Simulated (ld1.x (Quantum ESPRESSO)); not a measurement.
# Configuration tests for molybdenum (Mo) (TM)

ld1.x (Quantum ESPRESSO) 7.5 input, shortened:

```
&input
   title='Mo', zed=42., rel=1, dft='PW91', iswitch=3,
   config='[Kr] 4d5 5s0 5p0'
 /
 &inputp
   pseudotype=2, tm=.true., lloc=0,
   nlcc=.true., rcore=1.40
 /
3
5P  2  1   0.00   0.00  2.70  2.70  0.0
4D  3  2   5.00   0.00  1.85  1.85  0.0
5S  1  0   0.00   0.00  2.85  2.85  0.0
 &test
   configts(1)='4d5 5s0 5p0'
 /
```

Energies are relative to the spin-unpolarised reference configuration 4d5 5s0 5p0; without spin polarisation the order of configurations can differ from experiment.

Question: Give the all-electron excitation energy and the error of the potential for: 4d5 5s1 5p0; 4d4 5s0 5p0; 4d3 5s0 5p0; 4d5 5s0.5 5p0; 4d6 5s0 5p0; 4d5 5s0 5p1; 4d4 5s1 5p0.

Answer:

```tsv
valence configuration	charge	ΔE all-electron (eV)	error AE − PS (meV)
4d5 5s1 5p0	0	-6.944	-13
4d4 5s0 5p0	+2	15.522	-144
4d3 5s0 5p0	+3	42.331	-755
4d5 5s0.5 5p0	+0.5	-4.190	-3.6
4d6 5s0 5p0	0	-6.180	-44
4d5 5s0 5p1	0	-3.775	-3.5
4d4 5s1 5p0	+1	1.175	-138
```

Levels in the configuration 4d6 5s0 5p0:

```
level  all-electron (eV)  pseudo (eV)
   4d             -2.353       -2.307
```
